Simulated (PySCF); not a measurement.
# S³⁺: fine-structure interval

S³⁺ [Ne] 3s2 3p1 [3p1/2^1, M_J = 1/2] → S³⁺ [Ne] 3s2 3p1 [3p3/2^1, M_J = 3/2], as a difference of total energies. Calculation: PySCF 2.14, in an even-tempered Gaussian basis (21 s from 0.092 bohr⁻², ratio 2.4; 14 p from 0.12 bohr⁻², ratio 2.4; 5 d from 0.84 bohr⁻², ratio 2.6; 5 f from 1.3 bohr⁻², ratio 2.6); the two-component X2C-1e Hamiltonian. Correlated levels: 1s2 frozen; the 52 highest virtual spinors dropped. "Screened" scales the spin-orbit matrix elements by Boettger's factors to mimic the two-electron term; Breit and QED terms are absent.

| method | fine-structure interval (cm⁻¹) |
| --- | --- |
| GHF (screened spin-orbit) | 2127.8 |
| GMP2 (screened spin-orbit) | 925.35 |
| GHF (bare spin-orbit) | 2269.5 |

GHF and GMP2 differ strongly here because the two determinants are spin-polarised to different degrees; the interval is a small difference of such terms.
